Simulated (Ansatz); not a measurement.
Cost and result for the atomization energy of `[CH3][In]([Br])[Br]` (7 atoms, 6 bonds).

Total charge 0; spin multiplicity 1. Correlated methods include outer-core shells of Br, In, which these sets cover unevenly. Scalar relativity is left out up to krypton. In: def2 effective core potential. The structure was optimised at the PBE0-D4/def2-TZVP level. Program: Ansatz. All runs use 4 threads of an AMD EPYC 9R45 on a shared host. Times are those of one run each, without the atoms' runs, and a repeat can differ threefold. Electronic energies, without spin–orbit coupling; frozen cores. CCSD(T)/CBS adds CCSD(T) − MP2 in def2-TZVPP to the MP2 limit, and its time is that of the two runs behind it. T1 = 0.010. With those shells the extrapolation isn't a true limit. B3LYP takes the VWN-RPA correlation (the form of Gaussian; ORCA's B3LYP/G).

CCSD(T)/CBS is a level of theory with its own doubt, some kJ/mol a heavy atom from the limit and from the frozen cores, so smaller differences don't rank the functionals.

```
                            level  functions  wall time  atomization (kJ/mol)  difference from CCSD(T)/CBS  per bond
           LDA (SPW92)/def2-TZVPP        219      0.6 s                2399.8                        256.8      42.8
             revPBE-D4/def2-TZVPP        219      0.9 s                2074.8                        -68.2     -11.4
               BLYP-D4/def2-TZVPP        219        1 s                2064.4                        -78.6     -13.1
  PBE-D4/def2-TZVPP (with forces)        219      1.2 s                2136.5                         -6.5      -1.1
               PBE0-D4/def2-TZVPP        219      1.5 s                2121.6                        -21.4      -3.6
              BHLYP-D4/def2-TZVPP        219      1.6 s                2057.4                        -85.6     -14.3
          CAM-B3LYP-D4/def2-TZVPP        219      1.8 s                2097.3                        -45.7      -7.6
B3LYP-D4/def2-TZVPP (with forces)        219      2.2 s                2085.9                        -57.1      -9.5
              PBE-QIDH/def2-TZVPP        219      2.7 s                2123.9                        -19.1      -3.2
                 CCSD(T)/def2-SVP        119      6.5 s                1999.9                       -143.1     -23.8
                   MP2/def2-QZVPP        407      8.5 s                2148.1                          5.1       0.9
               CCSD(T)/def2-TZVPP        219       75 s                2075.5                        -67.5     -11.2
                CCSD(T)/CBS(def2)          –       83 s                2143.0                          0.0       0.0
```

Leaving LDA and LC-ωPBE aside and taking each functional with its dispersion term where it has one, the values spread over 79.1 kJ/mol, from BHLYP-D4 to PBE-D4. LDA lies +279.8 kJ/mol from PBE without D4, its usual overbinding. At CCSD(T), def2-SVP lies −143.1 kJ/mol from the extrapolated value and def2-TZVPP −67.5 kJ/mol: correlation converges slowly with the basis, and small sets miss more of it in the bonded molecule than in its fragments. The D4 term adds +27.0 kJ/mol with B3LYP and +14.5 kJ/mol with PBE0; it sums over pairs of atoms, weighted by their polarisabilities, and B3LYP, whose exchange is more repulsive, gets the larger term.

Spin–orbit coupling would lower the free In atoms strongly, and the atomization energy with them, by more than many differences here.
